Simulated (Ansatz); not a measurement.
`F[CH]([SiH3])[GaH2]` + `C[SeH]` → `C[Se][GaH2]` + `FC[SiH3]` at 600 K and 1 bar (ligand exchange at a Ga–C bond).

Calculated with Ansatz (gas phase, PBE0-D4/def2-TZVP geometries, no zero-point term in ΔE). CCSD(T)/CBS is the MP2 limit (def2-TZVPP, def2-QZVPP) plus CCSD(T) − MP2 in def2-TZVPP, frozen cores. For Ga, Se outer-core shells are correlated without core-valence functions, which leaves a few kJ/mol of doubt a bond. Scalar relativity is left out up to krypton.

```
              species  CCSD(T)/CBS energy (Eh)  H − E (kJ/mol)  S (J/(mol·K))
`F[CH]([SiH3])[GaH2]`              -2354.42561           212.5          451.0
             `C[SeH]`              -2441.15625           149.5          312.9
        `C[Se][GaH2]`              -4365.72567           185.2          408.2
           `FC[SiH3]`               -429.90570           185.9          352.4
```

H − E and S are ideal-gas, rigid-rotor, harmonic terms from PBE0-D4/def2-TZVP, for one conformer and one mirror image of each species. 1 Eh = 2625.50 kJ/mol, R = 8.31446 J/(mol·K).

Question: By hand: ΔE, ΔH, ΔS and ΔG.

Answer: ΔE = (-4365.72567) + (-429.90570) − (-2354.42561) − (-2441.15625) = -0.04951 Eh = -130.0 kJ/mol. Δ(H − E) = 185.2 + 185.9 − 212.5 − 149.5 = 9.1, so ΔH = -120.9 kJ/mol. ΔS = 408.2 + 352.4 − 451.0 − 312.9 = -3.3 J/(mol·K). ΔG = -120.9 − 600 × (-3.3)/1000 = -118.9 kJ/mol.

Question: By hand: the equilibrium constant, and the temperature at which ΔG would vanish if ΔH and ΔS stayed fixed.

Answer: log₁₀ K = −ΔG/(RT ln 10) = 10.4. ΔG = 0 at ΔH/ΔS = 36636 K, far beyond where these terms or the molecules hold.

The number of gas molecules stays the same, so ΔS is small and ΔH decides. A doubt of 5 kJ/mol in ΔE shifts log₁₀ K by 0.4 here. Other conformers and mirror images would add mixing entropy, several J/(mol·K) or more a flexible species. These are equilibria of isolated gas molecules and say nothing of rates. Largest T1 diagnostic: 0.013 (customary marks: 0.02 for closed shells, 0.045 for open ones).
